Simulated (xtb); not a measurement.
CCl3 (SMILES Cl[C-](Cl)Cl), charge -1, singlet, geometry from GFN2-xTB; GFN2-xTB run with xtb 6.7.1.

xtb was given this input:
```
$ xtb mol.xyz --gfn 2 --chrg -1 --json

# file mol.xyz
4

C     -0.01109338    -0.01005188     0.65819826
Cl     0.00076126     1.66832402    -0.05198398
Cl     1.44532711    -0.83228868    -0.06582593
Cl    -1.44217306    -0.83248762    -0.11449536
```

The log (banner, timings and long lists left out):

```
   ID    Z sym.   atoms
    1    6 C      1
    2   17 Cl     2-4

           -------------------------------------------------
          |                Calculation Setup                |
           -------------------------------------------------

           -------------------------------------------------
          |                 G F N 2 - x T B                 |
           -------------------------------------------------

          ...................................................
          :                      SETUP                      :
          :.................................................:
          :  # basis functions                  34          :
          :  # atomic orbitals                  31          :
          :  # shells                           11          :
          :  # electrons                        26          :
          :  max. iterations                   250          :
          :  Hamiltonian                  GFN2-xTB          :
          :  restarted?                      false          :
          :  GBSA solvation                  false          :
          :  PC potential                    false          :
          :  electronic temp.          300.0000000     K    :
          :  accuracy                    1.0000000          :
          :  -> integral cutoff          0.2500000E+02      :
          :  -> integral neglect         0.1000000E-07      :
          :  -> SCF convergence          0.1000000E-05 Eh   :
          :  -> wf. convergence          0.1000000E-03 e    :
          :  Broyden damping             0.4000000          :
          :  net charge                         -1          :
          :  unpaired electrons                  0          :
          ...................................................

 iter      E             dE          RMSdq      gap      omega  full diag
   1    -15.8974075 -0.158974E+02  0.874E+00    4.46       0.0  T
   2    -15.9873099 -0.899024E-01  0.426E+00    4.98       1.0  T
   3    -16.0001830 -0.128731E-01  0.271E+00    4.86       1.0  T
   4    -16.0037837 -0.360076E-02  0.609E-01    4.93       1.0  T
   5    -16.0027555  0.102821E-02  0.796E-01    4.94       1.0  T
   6    -16.0046408 -0.188523E-02  0.318E-01    4.90       1.0  T
   7    -16.0048937 -0.252916E-03  0.164E-01    4.90       1.0  T
   8    -16.0049537 -0.600028E-04  0.734E-02    4.89       1.0  T
   9    -16.0049714 -0.176865E-04  0.146E-02    4.89       3.4  T
  10    -16.0049717 -0.382388E-06  0.653E-03    4.89       7.7  T
  11    -16.0049719 -0.131303E-06  0.178E-03    4.89      28.2  T
  12    -16.0049719 -0.530121E-08  0.872E-04    4.89      57.3  T
  13    -16.0049719 -0.242886E-08  0.213E-04    4.89     234.3  T

   *** convergence criteria satisfied after 13 iterations ***

         :::::::::::::::::::::::::::::::::::::::::::::::::::::
         ::                     SUMMARY                     ::
         :::::::::::::::::::::::::::::::::::::::::::::::::::::
         :: total energy             -15.996801628521 Eh    ::
         :: gradient norm              0.000035609730 Eh/a0 ::
         :: HOMO-LUMO gap              4.891167925269 eV    ::
         ::.................................................::
         :: SCC energy               -16.004971568170 Eh    ::
         :: -> isotropic ES            0.109458990826 Eh    ::
         :: -> anisotropic ES         -0.010916645053 Eh    ::
         :: -> anisotropic XC         -0.004130273054 Eh    ::
         :: -> dispersion             -0.003879980774 Eh    ::
         :: repulsion energy           0.008169939649 Eh    ::
         :: add. restraining           0.000000000000 Eh    ::
         :: total charge              -1.000000000000 e     ::
         :::::::::::::::::::::::::::::::::::::::::::::::::::::

           -------------------------------------------------
          |                Property Printout                |
           -------------------------------------------------

[...]
      -------------------------------------------------------------
         1        2.0000           -0.8911260             -24.2488
         2        2.0000           -0.8867557             -24.1299
         3        2.0000           -0.8867557             -24.1299
         4        2.0000           -0.3992875             -10.8652
         5        2.0000           -0.3198958              -8.7048
         6        2.0000           -0.3198958              -8.7048
         7        2.0000           -0.2899605              -7.8902
         8        2.0000           -0.2590524              -7.0492
         9        2.0000           -0.2590524              -7.0492
        10        2.0000           -0.2416946              -6.5768
        11        2.0000           -0.2416946              -6.5768
        12        2.0000           -0.2411894              -6.5631
        13        2.0000           -0.1889215              -5.1408 (HOMO)
        14                         -0.0091743              -0.2496 (LUMO)
        15                          0.0281560               0.7662
        16                          0.0281560               0.7662
        17                          0.1997171               5.4346
        18                          0.1997171               5.4346
        19                          0.2000753               5.4443
        20                          0.2001105               5.4453
        21                          0.2001105               5.4453
        22                          0.2002408               5.4488
        23                          0.2012180               5.4754
        24                          0.2012180               5.4754
       ...                                ...                  ...
        31                          0.3366244               9.1600
      -------------------------------------------------------------
                  HL-Gap            0.1797471 Eh            4.8912 eV
             Fermi-level           -0.0990479 Eh           -2.6952 eV

     #   Z          covCN         q      C6AA      α(0)
     1   6 C        2.651    -0.010    28.237     8.694
     2  17 Cl       1.197    -0.330   109.809    16.032
     3  17 Cl       1.197    -0.330   109.809    16.032
     4  17 Cl       1.197    -0.330   109.809    16.032

 Mol. C6AA /au·bohr⁶  :       1350.299174
 Mol. C8AA /au·bohr⁸  :      53646.094081
 Mol. α(0) /au        :         56.789425

Wiberg/Mayer (AO) data.
largest (>0.10) Wiberg bond orders for each atom

 ---------------------------------------------------------------------------
     #   Z sym  total        # sym  WBO       # sym  WBO       # sym  WBO
 ---------------------------------------------------------------------------
     1   6 C    2.750 --     2 Cl   0.917     3 Cl   0.917     4 Cl   0.917
     2  17 Cl   0.978 --     1 C    0.917
     3  17 Cl   0.978 --     1 C    0.917
     4  17 Cl   0.978 --     1 C    0.917
 ---------------------------------------------------------------------------

Topologies differ in total number of bonds
Writing topology from bond orders to xtbtopo.mol

molecular dipole:
                 x           y           z       tot (Debye)
 q only:       -0.002      -0.002       0.133
   full:        0.005       0.004      -0.275       0.699
molecular quadrupole (traceless):
                xx          xy          yy          xz          yz          zz
 q only:       -2.438       0.002      -2.438      -0.123      -0.112       4.876
  q+dip:       -2.706       0.002      -2.706      -0.137      -0.124       5.412
   full:       -2.320       0.002      -2.320      -0.117      -0.106       4.640

           -------------------------------------------------
          | TOTAL ENERGY              -15.996801628521 Eh   |
          | GRADIENT NORM               0.000035609730 Eh/α |
          | HOMO-LUMO GAP               4.891167925269 eV   |
           -------------------------------------------------

normal termination of xtb
```
